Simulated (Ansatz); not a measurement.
C$_{2}$H$_{6}$F$_{2}$Ti, SMILES `[CH3][Ti]([CH3])([F])[F]`, relaxed with RKS PBE-D4/def2-SVP in Ansatz 0.2.0 from a rough embedded geometry. The force threshold is 0.03 eV/Å; the program also tests the step.

Charge 0, multiplicity 1.

Start:

```xyz
11

C     1.241    0.757   -0.982
Ti    0.404   -0.217    0.681
C    -1.633   -0.580    0.250
F     1.244   -1.890    1.027
F     0.556    0.864    2.264
H     0.970    0.328   -1.916
H     0.956    1.860   -0.965
H     2.376    0.744   -0.864
H    -2.087   -1.301    0.950
H    -1.784   -0.943   -0.794
H    -2.242    0.378    0.348
```

**Question.** How much energy does the relaxation release, and in how many steps? (An estimate is asked.)

**Answer.** Computed: 77.02 kJ/mol, in 7 steps.

**Question.** Which bonds change most? (Best estimate.)

**Answer.** Ansatz gave: Ti2–F5 from 1.923 to 1.751 Å; Ti2–F4 from 1.903 to 1.751 Å; Ti2–C3 from 2.114 to 2.058 Å; C1–H6 from 1.062 to 1.112 Å.

**Question.** Give the relaxed structure. (Estimate.)

**Answer.** Computed: 
```xyz
11

C     1.216    0.764   -0.888
Ti    0.411   -0.274    0.697
C    -1.586   -0.518    0.263
F     1.172   -1.849    0.785
F     0.566    0.694    2.148
H     1.050    0.183   -1.821
H     0.706    1.750   -0.970
H     2.306    0.927   -0.748
H    -2.100   -1.094    1.063
H    -1.681   -1.065   -0.700
H    -2.061    0.483    0.171
```
